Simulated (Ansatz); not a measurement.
Molecular dynamics, step by step

H₃SBr (SMILES Br.S), closed shell, PBE0-D4/def2-SVP (Ansatz 0.2.0). Settings (timestep in fs, temperature in K; T counts 9 degrees of freedom):

```yaml
hamiltonian: {xc: pbe0, dispersion: d4}
md: {n_steps: 60, timestep: 1.0, temperature: 300, ensemble: nvt_nose_hoover, seed: 672, initial_velocities: maxwell_boltzmann}
```

Start (the SMILES describes the start alone):

```
5
angstrom
Br -0.4623 0.5128 -2.4970
H -0.0767 0.0106 -1.1992
S 0.4695 -0.6623 0.9840
H 0.8558 0.5820 1.3073
H -0.7862 -0.4431 1.4050
```

```
step  time (fs)  potential energy less the start (meV)  kinetic energy (meV)  T (K)
   0       0.00                                    0.0                 116.3    300
   4       4.00                                   15.4                 101.3    261
   8       8.00                                   24.1                  92.8    239
  12      12.00                                   22.5                  94.2    243
  16      16.00                                   37.7                  79.3    204
  20      20.00                                   59.1                  58.3    150
  24      24.00                                   59.9                  57.6    149
  28      28.00                                   55.5                  62.1    160
  32      32.00                                   74.3                  44.2    114
  36      36.00                                   74.3                  44.3    114
  40      40.00                                   69.1                  49.8    128
  44      44.00                                   88.5                  31.7     82
  48      48.00                                   89.3                  30.9     80
  52      52.00                                   90.1                  30.5     79
  56      56.00                                  100.3                  21.6     56
  60      60.00                                   95.5                  26.2     68
```

Step 4, positions (Å) and forces (eV/Å):

```tsv
atom	x	y	z	Fx	Fy	Fz
Br1	-0.463	0.515	-2.499	0.193	-0.252	0.498
H2	-0.013	-0.092	-1.236	-0.210	0.252	-0.469
S3	0.470	-0.664	0.994	0.411	-0.307	-0.197
H4	0.862	0.608	1.205	-0.140	0.094	0.068
H5	-0.793	-0.474	1.396	-0.253	0.213	0.100
```

Step 8, positions (Å) and forces (eV/Å):

```
atom       x       y       z      Fx      Fy      Fz
 Br1  -0.464   0.516  -2.500   0.006   0.005  -0.066
  H2   0.024  -0.163  -1.330  -0.037   0.002   0.100
  S3   0.472  -0.667   1.003  -0.178   0.227   0.089
  H4   0.847   0.643   1.114  -0.317  -0.373   0.038
  H5  -0.825  -0.475   1.398   0.526   0.139  -0.161
```

Step 28, positions (Å) and forces (eV/Å):

```json
{"atom": "Br1", "x": "-0.467", "y": "0.524", "z": "-2.508", "Fx": "0.130", "Fy": "-0.226", "Fz": "0.139"}
{"atom": "H2", "x": "0.076", "y": "-0.448", "z": "-1.588", "Fx": "-0.156", "Fy": "0.231", "Fz": "-0.076"}
{"atom": "S3", "x": "0.483", "y": "-0.676", "z": "1.046", "Fx": "0.322", "Fy": "-0.182", "Fz": "-0.100"}
{"atom": "H4", "x": "0.677", "y": "0.608", "z": "0.698", "Fx": "0.040", "Fy": "0.140", "Fz": "0.000"}
{"atom": "H5", "x": "-0.813", "y": "-0.461", "z": "1.296", "Fx": "-0.336", "Fy": "0.038", "Fz": "0.037"}
```

Last step (60):

Br1  (-0.469, 0.530, -2.521)
H2  (-0.202, -0.460, -1.536)
S3  (0.497, -0.681, 1.095)
H4  (0.674, 0.461, 0.406)
H5  (-0.848, -0.649, 1.046)
(Å)

The run took about 44 s on 2 CPU threads of an Arm Neoverse V2 (shared host).
